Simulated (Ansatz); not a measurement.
Basis-set extrapolation for C5H6F2 (`FC1=CCCC1F`) (PBE0-D4/def2-TZVP geometry, frozen core, the Gaussian-basis code of Ansatz). Multiplicity 1, RHF reference.

|  | def2-TZVPP | def2-QZVPP |
| --- | --- | --- |
| HF | -391.842841 | -391.859786 |
| MP2 correlation | -1.304859 | -1.405000 |
| CCSD(T) correlation | -1.393093 | not run |

Energies in hartree. Use E(X) = E(∞) + A·exp(−7.88·√X) for Hartree–Fock and E(X) = E(∞) + B·X^(−2.97) for correlation, with X = 3 and 4, and add CCSD(T) minus MP2 of the smaller set to the MP2 limit.

Q: What is the CCSD(T) energy at the basis-set limit?

A: HF limit: -391.859786 + (-0.016945) × 0.13774 = -391.86212. MP2 limit: -1.405000 + (-0.100141) × 0.74074 = -1.47918. Higher-order term: -1.393093 − (-1.304859) = -0.08823. Total: -393.42953 hartree, 508.3 kJ/mol below CCSD(T)/def2-TZVPP.
